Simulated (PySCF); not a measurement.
All of these have the formula C4H7FO2. Theory: PySCF, TDDFT CAM-B3LYP/def2-SVPD, vertical, gas phase, core orbitals frozen in the response. Geometries: GFN2-xTB; one conformer of each isolated species. Triplets are in the Tamm–Dancoff approximation.

Question: Rank by computed lowest singlet excitation energy, highest first.
A. `CO[C@@H]1C[C@@H](F)O1`
B. `C=COCOCF`
C. `C[C@@H]1OC[C@H](F)O1`
D. `C[C@@H]1OC[C@@H](F)O1`
E. `CO[C@@H](C=O)CF`

Answer: A (8.03 eV), D (7.82 eV), C (7.63 eV), B (6.84 eV), E (4.27 eV).

```tsv
SMILES	S1 (eV)	HOMO (eV)	first f ≥ 0.01 (nm)	T1 (eV)	gap (eV)	S1 mainly
CO[C@@H]1C[C@@H](F)O1	8.03	-9.75	154	7.83	11.14	H→L (81%)
C[C@@H]1OC[C@@H](F)O1	7.82	-9.56	159	7.62	10.90	H→L (80%)
C[C@@H]1OC[C@H](F)O1	7.63	-9.43	146	7.47	10.70	H→L (85%)
C=COCOCF	6.84	-8.51	181	4.29	9.75	H→L (81%)
CO[C@@H](C=O)CF	4.27	-9.38	157	3.67	9.24	H→L (75%)
```

H and L stand for HOMO and LUMO.

Mean S1 by what the SMILES shows (count): single bonds only 7.82 eV (3); a double or triple bond but no aromatic ring 5.56 eV (2).

- `CO[C@@H]1C[C@@H](F)O1`: Löwdin shares by element: HOMO oxygen 57%, carbon 18% or more (atoms not listed hold the other 25%); LUMO carbon 36% or more, hydrogen 18% or more (atoms not listed hold the other 46%).
- `C[C@@H]1OC[C@@H](F)O1`: Löwdin shares by element: HOMO oxygen 48% or more, carbon 20% or more, hydrogen 8% or more (atoms not listed hold the other 23%); LUMO carbon 38% or more, hydrogen 10% or more (atoms not listed hold the other 51%).
- `C[C@@H]1OC[C@H](F)O1`: Löwdin shares by element: HOMO oxygen 48% or more, carbon 29% or more (atoms not listed hold the other 23%); LUMO carbon 35% or more, hydrogen 10% or more (atoms not listed hold the other 55%).
- `C=COCOCF`: Löwdin shares by element: HOMO carbon 62% or more, oxygen 24% or more; LUMO carbon 48% or more, hydrogen 9% or more (atoms not listed hold the other 43%).
- `CO[C@@H](C=O)CF`: Löwdin shares by element: HOMO oxygen 55%, carbon 23% or more (atoms not listed hold the other 23%); LUMO carbon 50% or more, oxygen 34% or more, hydrogen 6% or more.

Without π bonds the low states are Rydberg-like; a valence basis with one diffuse set may place them up to an eV too high.
